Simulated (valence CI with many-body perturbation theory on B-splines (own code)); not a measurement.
## Energy levels of Sc¹⁴⁺

Calculated by valence CI with perturbative core correlation (CI+MBPT): five valence electrons over a frozen Dirac-Fock core [He], radial functions for each j: 9 s, 9 p, 8 d, 6 f, 3 g, 1 h, with the one-electron correlation potential Σ1 (screened to all orders), the two-electron term Σ2, the three-electron term Σ3, Breit, model QED; selected single and double excitations, second order for the rest, scaled by the run's own slope (own B-spline code, finite nucleus).

No measured spectrum was set against this ion. As an estimate, levels of excited configurations hold to 0.05 to 0.15 % of their energy, terms of the ground configuration to about 0.5 %. Among the levels kept, up to 3500 cm⁻¹ of a level comes from second order outside the variational space, and about a tenth of that is noise between levels of different J, which matters for small intervals.

Levels 1 to 45 of 49, with energies above the lowest level, 2s2 2p3 4S°_3/2. "Leading %" is the weight of the configuration and term that name the level; weights of strongly mixed levels are sums over their largest components and can fall short, so below about 35 % the name and the second component can differ from the true leading terms, or belong to a minority configuration. Lifetimes count E1, E2, E3, M1 and M2 decay at the calculated energies, and are blank where another channel may lead or the interval is too uncertain; long ones can be off by a factor of two.

| No. | Configuration | Term | J | E (eV) | Leading % | Lifetime | Second component |
| --- | --- | --- | --- | --- | --- | --- | --- |
| 1 | 2s2 2p3 | 4S° | 3/2 | 0.00 | 97 |  |  |
| 2 | 2s2 2p3 | 2D° | 3/2 | 13.82 | 86 | 1.02 ms | 13 % 2s2 2p3 2P° |
| 3 | 2s2 2p3 | 2D° | 5/2 | 15.15 | 100 | 22.1 ms |  |
| 4 | 2s2 2p3 | 2P° | 1/2 | 22.96 | 98 | 267 μs |  |
| 5 | 2s2 2p3 | 2P° | 3/2 | 24.89 | 83 | 115 μs | 14 % 2s2 2p3 2D° |
| 6 | 2s 2p4 | 4P | 5/2 | 68.45 | 99 | 121 ps |  |
| 7 | 2s 2p4 | 4P | 3/2 | 71.59 | 100 | 105 ps |  |
| 8 | 2s 2p4 | 4P | 1/2 | 72.97 | 99 | 97.1 ps |  |
| 9 | 2s 2p4 | 2D | 3/2 | 94.44 | 98 | 40.5 ps |  |
| 10 | 2s 2p4 | 2D | 5/2 | 94.78 | 99 | 44.6 ps |  |
| 11 | 2s 2p4 | 2S | 1/2 | 109.43 | 86 | 21.2 ps | 12 % 2s 2p4 2P |
| 12 | 2s 2p4 | 2P | 3/2 | 113.74 | 98 | 11.5 ps |  |
| 13 | 2s 2p4 | 2P | 1/2 | 118.08 | 87 | 12.0 ps | 12 % 2s 2p4 2S |
| 14 | 2p5 | 2P° | 3/2 | 178.83 | 98 | 16.6 ps |  |
| 15 | 2p5 | 2P° | 1/2 | 183.85 | 98 | 15.7 ps |  |
| 16 | 2s2 2p2 3s | 4P | 1/2 | 527.39 | 89 | 2.08 ps | 5 % 2s2 2p2 3s 2P |
| 17 | 2s2 2p2 3s | 4P | 3/2 | 529.86 | 94 | 2.19 ps |  |
| 18 | 2s2 2p2 3s | 4P | 5/2 | 532.36 | 92 | 2.19 ps | 6 % 2s2 2p2 3s 2D |
| 19 | 2s2 2p2 3s | 2P | 1/2 | 533.12 | 91 | 769 fs | 6 % 2s2 2p2 3s 4P |
| 20 | 2s2 2p2 3s | 2P | 3/2 | 535.97 | 84 | 781 fs | 12 % 2s2 2p2 3s 2D |
| 21 | 2s2 2p2 3s | 2D | 5/2 | 543.26 | 92 | 1.24 ps | 6 % 2s2 2p2 3s 4P |
| 22 | 2s2 2p2 3s | 2D | 3/2 | 543.59 | 86 | 1.15 ps | 11 % 2s2 2p2 3s 2P |
| 23 | 2s2 2p2 3p | 4D° | 1/2 | 545.98 | 39 | 153 ps | 38 % 2s2 2p2 3p 2S° |
| 24 | 2s2 2p2 3p | 4D° | 1/2 | 547.92 | 52 | 286 ps | 40 % 2s2 2p2 3p 2S° |
| 25 | 2s2 2p2 3p | 4D° | 3/2 | 548.20 | 81 | 137 ps | 12 % 2s2 2p2 3p 4P° |
| 26 | 2s2 2p2 3p | 4D° | 5/2 | 550.43 | 88 | 192 ps | 8 % 2s2 2p2 3p 4P° |
| 27 | 2s2 2p2 3p | 4P° | 3/2 | 551.00 | 59 | 40.0 ps | 18 % 2s2 2p2 3p 2D° |
| 28 | 2s2 2p2 3p | 4P° | 1/2 | 551.45 | 81 | 44.1 ps | 11 % 2s2 2p2 3p 2S° |
| 29 | 2s2 2p2 3p | 4P° | 5/2 | 552.57 | 62 | 51.5 ps | 27 % 2s2 2p2 3p 2D° |
| 30 | 2s2 2p2 3p | 4D° | 7/2 | 552.79 | 92 | 287 ps | 5 % 2s2 2p2 3p 2F° |
| 31 | 2s2 2p2 3p | 2D° | 3/2 | 553.47 | 78 | 81.5 ps | 16 % 2s2 2p2 3p 4P° |
| 32 | 2s2 2p2 3s | 2S | 1/2 | 555.35 | 91 | 1.30 ps |  |
| 33 | 2s2 2p2 3p | 4S° | 3/2 | 556.08 | 72 | 5.91 ps | 11 % 2s 2p3 3s 4S° |
| 34 | 2s2 2p2 3p | 2D° | 5/2 | 557.02 | 62 | 85.1 ps | 25 % 2s2 2p2 3p 4P° |
| 35 | 2s2 2p2 3p | 2P° | 3/2 | 557.92 | 85 | 31.6 ps |  |
| 36 | 2s2 2p2 3p | 2P° | 1/2 | 558.55 | 85 | 43.1 ps | 7 % 2s2 2p2 3p 2S° |
| 37 | 2s2 2p2 3p | 2F° | 5/2 | 563.54 | 85 | 77.7 ps | 12 % 2s2 2p2 3p 2D° |
| 38 | 2s2 2p2 3p | 2F° | 7/2 | 564.48 | 93 | 78.3 ps | 5 % 2s2 2p2 3p 4D° |
| 39 | 2s 2p3 3s | 6S° | 5/2 | 564.92 | 99 | 359 ps |  |
| 40 | 2s2 2p2 3p | 2D° | 3/2 | 567.23 | 78 | 28.2 ps | 14 % 2s2 2p2 3p 2P° |
| 41 | 2s2 2p2 3p | 2D° | 5/2 | 567.81 | 91 | 41.9 ps |  |
| 42 | 2s2 2p2 3p | 2P° | 1/2 | 569.71 | 97 | 16.2 ps |  |
| 43 | 2s2 2p2 3d | 4F | 3/2 | 570.80 | 80 | 4.27 ps | 8 % 2s2 2p2 3d 4D |
| 44 | 2s2 2p2 3d | 4F | 5/2 | 571.88 | 75 | 3.05 ps | 16 % 2s2 2p2 3d 4D |
| 45 | 2s2 2p2 3p | 2P° | 3/2 | 572.46 | 81 | 11.3 ps | 9 % 2s2 2p2 3p 2D° |

Names give the largest LS component (configuration and term), which can be under half, so a name can repeat, a term be missing and a line seem to break the LS rules; names also repeat where a configuration has a term twice.

The ionisation energy to 2s2 2p2 3P_0 of the next ion comes out as 925.95 eV (NIST: 926.5 ± 0.7 eV (semi-empirical)). All 49 levels together are meant to be complete up to 575.63 eV.
